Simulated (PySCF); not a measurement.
# Dipole response of Pb- (lead, charge -1)

[Xe] 4f14 5d10 6s2 6p3, high-spin 4S determinant. Calculation: PySCF 2.14, in aug-cc-pwCVTZ-DK3 (11s10p8d5f1g, 125 functions); scalar relativity by spin-free X2C-1e. Coupled (time-dependent) response in atomic units; α is the mean over directions.

```
method  mean α (bohr³)  C₆ (like pair)  S(−4)
  MN15           166.4            3114  11510
```

S(−4) is the Cauchy moment in α(ω) = α(0) + S(−4) ω² + …

α(iu) at MN15:

```json
{"u (hartree)": "0", "α(iu) (bohr³)": "166.4"}
{"u (hartree)": "0.0500", "α(iu) (bohr³)": "143.8"}
{"u (hartree)": "0.100", "α(iu) (bohr³)": "108.5"}
{"u (hartree)": "0.200", "α(iu) (bohr³)": "61.76"}
{"u (hartree)": "0.300", "α(iu) (bohr³)": "38.73"}
{"u (hartree)": "0.500", "α(iu) (bohr³)": "19.77"}
{"u (hartree)": "0.750", "α(iu) (bohr³)": "11.40"}
{"u (hartree)": "1.00", "α(iu) (bohr³)": "7.765"}
{"u (hartree)": "1.50", "α(iu) (bohr³)": "4.533"}
{"u (hartree)": "2.00", "α(iu) (bohr³)": "3.062"}
{"u (hartree)": "3.00", "α(iu) (bohr³)": "1.701"}
{"u (hartree)": "5.00", "α(iu) (bohr³)": "0.7519"}
```

A single London oscillator, α(iu) = α/(1 + u²/ω²), gives C₆ = (3/4) ω α². Matching the computed C₆ needs ω = 4 × 3114 / (3 × 166.4²) = 0.150 hartree.

For an ion, C₆ is the dispersion term alone; charge-induced terms of lower order in 1/R come first.

Spin-orbit coupling, which splits the p, d and f shells strongly at this Z, is absent. Spin-orbit coupling is strong in this species (close to jj coupling), so the high-spin LS determinant is a model state, not a physical level. The outer electron is barely bound at this level, so radii and moments hang on the diffuse functions.
